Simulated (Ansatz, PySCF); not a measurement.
C5H3N3, SMILES c1(C#N)nccnc1. Atoms are numbered in the order given.

```xyz
11

N      0.0252     3.1552     0.0000
C      0.0508     1.9974     0.0000
C      0.0364     0.5577     0.0000
C     -1.1865    -0.1316     0.0000
N     -1.2267    -1.4570     0.0000
C     -0.0614    -2.0945     0.0000
C      1.1558    -1.4050     0.0000
N      1.2077    -0.0811     0.0000
H     -2.1358     0.4138     0.0000
H     -0.0850    -3.1896     0.0000
H      2.1085    -1.9449     0.0000
```
Charge 0, spin multiplicity 1.

The structure is a stationary point at PBE0-D3(BJ)/def2-SVP.

Two levels are set side by side: PBE-D3(BJ)/def2-SVP (Ansatz, a program for electronic structure) and PBE0-D3(BJ)/def2-SVP (Ansatz). Each level has its own optimised geometry; the coordinates shown are those of the second. Frequencies come from the Hessian of PySCF at each geometry. Differences are taken from unrounded values.

```json
[
 {"quantity": "mean bond length (Å)", "PBE0-D3(BJ)": "1.273"},
 {"quantity": "bond N1–C2 (Å)", "PBE0-D3(BJ)": "1.158"},
 {"quantity": "bond C2–C3 (Å)", "PBE0-D3(BJ)": "1.440"},
 {"quantity": "bond C3–C4 (Å)", "PBE0-D3(BJ)": "1.404"},
 {"quantity": "bond C3–N8 (Å)", "PBE0-D3(BJ)": "1.334"},
 {"quantity": "bond C4–N5 (Å)", "PBE0-D3(BJ)": "1.326"},
 {"quantity": "bond N5–C6 (Å)", "PBE0-D3(BJ)": "1.328"},
 {"quantity": "bond C6–C7 (Å)", "PBE0-D3(BJ)": "1.399"},
 {"quantity": "bond C7–N8 (Å)", "PBE0-D3(BJ)": "1.325"},
 {"quantity": "bond C4–H9 (Å)", "PBE0-D3(BJ)": "1.095"},
 {"quantity": "bond C6–H10 (Å)", "PBE0-D3(BJ)": "1.095"},
 {"quantity": "bond C7–H11 (Å)", "PBE0-D3(BJ)": "1.095"},
 {"quantity": "highest harmonic wavenumber (cm⁻¹)", "PBE0-D3(BJ)": "3208"},
 {"quantity": "mean harmonic wavenumber (cm⁻¹)", "PBE0-D3(BJ)": "1239"},
 {"quantity": "zero-point energy (kcal/mol)", "PBE0-D3(BJ)": "47.83"}
]
```

What does PBE-D3(BJ) give, and how far is it from PBE0-D3(BJ)? (An estimate is asked for; the answer gives what the named calculation found.)


```tsv
quantity	PBE-D3(BJ)	PBE-D3(BJ) minus PBE0-D3(BJ)
mean bond length (Å)	1.283	0.011
bond N1–C2 (Å)	1.173	0.015
bond C2–C3 (Å)	1.442	0.002
bond C3–C4 (Å)	1.417	0.013
bond C3–N8 (Å)	1.349	0.015
bond C4–N5 (Å)	1.337	0.011
bond N5–C6 (Å)	1.341	0.013
bond C6–C7 (Å)	1.409	0.010
bond C7–N8 (Å)	1.337	0.012
bond C4–H9 (Å)	1.104	0.009
bond C6–H10 (Å)	1.104	0.009
bond C7–H11 (Å)	1.104	0.009
highest harmonic wavenumber (cm⁻¹)	3103	-105
mean harmonic wavenumber (cm⁻¹)	1189	-50
zero-point energy (kcal/mol)	45.90	-1.93
```

Exact exchange shortens and stiffens bonds; PBE has none. Differences between two approximate levels are no errors against the true value.
